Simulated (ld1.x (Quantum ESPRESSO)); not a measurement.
## What one change does to a pseudopotential (O (Z = 8), TM)

oxygen (O), norm-conserving Troullier–Martins (Kleinman–Bylander form), made with ld1.x (Quantum ESPRESSO) 7.5 (LDA (PZ), non-relativistic). Core [He], reference 2s1 2p5. Waves: 2s (bound): rc 0.85 bohr; 2p (bound): rc 1.70 bohr; 3d channel at 0.45 Ry: rc 1.40 bohr. Local part: the d channel. Core correction: a·sin(br)/r model core inside 0.70 bohr.

Change: core correction a·sin(br)/r model core inside 0.90 bohr.

Cutoffs: the cutoffs (Ry, on a coarse ladder) from which the occupation-weighted sum of valence levels, in a spherical-Bessel basis at the reference potential, stays within 10 and 1 mRy of its value at 400 Ry; they do not see the model core or the augmentation charge, which bear on the density cutoff. Errors are all-electron minus pseudo energies relative to the spin-unpolarised reference configuration.

What does the change do?

The potential gets neither clearly harder nor softer (70 Ry and 160 Ry → 70 Ry and 160 Ry); of the 9 tests that both files solve, the error grows in 2 and shrinks in 0 by more than 15 % and 0.3 meV (median size 77.4 → 91.2 meV); neither file shows a bound ghost. A wider model core is smoother and lowers the density cutoff, which this test does not measure.

| quantity | base | changed |
| --- | --- | --- |
| cutoff, loose | 70 Ry | 70 Ry |
| cutoff, tight | 160 Ry | 160 Ry |
| bound ghosts | none | none |
| error for 2s2 2p4, meV [ΔE -14.53 eV] | +17 | +17 |
| error for 2s2 2p3, meV [ΔE 2.06 eV] | +146 | +147 |
| error for 2s2 2p2, meV [ΔE 35.78 eV] | +587 | +589 |
| error for 2s2 2p3.5, meV [ΔE -8.16 eV] | +61 | +61 |
| error for 2s1 2p4, meV [ΔE 16.84 eV] | +14 | +14 |
| error for 2s2 2p1, meV [ΔE 89.74 eV] | +1787 | +1797 |
| error for 2s2 2p0, meV [ΔE 166.70 eV] | +4458 | +4493 |
| error for 2s1 2p5 (spin-polarised), meV [ΔE -1.55 eV] | +77 | +91 |
| error for 2s2 2p4 (spin-polarised), meV [ΔE -15.94 eV] | +68 | +80 |
| s: phases at 1.85 bohr within 0.05 rad from the reference energy up to (Ry; the scan ends near 5) | 3.2 | 3.2 |
| p: phases at 1.85 bohr within 0.05 rad from the reference energy up to (Ry; the scan ends near 5) | 2.6 | 2.6 |
| d: phases at 1.85 bohr within 0.05 rad from the reference energy up to (Ry; the scan ends near 5) | to the end of the scan | to the end of the scan |
